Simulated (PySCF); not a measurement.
An unknown shows these calculated signals:

¹H NMR (600 MHz, computed): δ 3.77 (s, 9H), -0.06 (s, 3H).

¹³C{¹H} NMR (computed): δ 52.2 (CH3), -8.4 (CH3).

- structure optimised with GFN2-xTB
- NMR shieldings at PBE0/pcSseg-1/GIAO
- run in PySCF
- a single conformation, averaged over atoms made equivalent by symmetry, fast rotation or ring inversion, relativity neglected, in vacuum

Scale: ¹H (σ = 31.72 ppm) and ¹³C (σ = 186.93 ppm) vs TMS (reference shieldings calculated alike).

Which of these does the molecule contain: a Si–CH3 group, a ketone, an amide, a carboxylic acid?

## Answers


- A Si–CH3 group: yes (δC -8.4; δH -0.06 (s)).
- A ketone: no.
- An amide: no.
- A carboxylic acid: no.

The data belong to `InChI=1S/C4H12O3Si/c1-5-8(4,6-2)7-3/h1-4H3`; they needn't prove each group on their own.

Carbon signals by region: 1 at 50–100 ppm, 1 below 50 ppm.

Shifts are as computed. Against solution values, carbons near 30 ppm lie about +3 ppm off and those near 130 ppm about +5 ppm. Of 1211 compounds with measured shifts, 218 miss one by over three times the rms of a fit or turn the order of signals round; such compounds aren't used in these exercises. No couplings were computed; multiplicities are counted from neighbouring protons, with m where these are inequivalent, close in shift, in a saturated or five-membered ring or joined by F or P, and br s for small geminal =CH2 splittings.
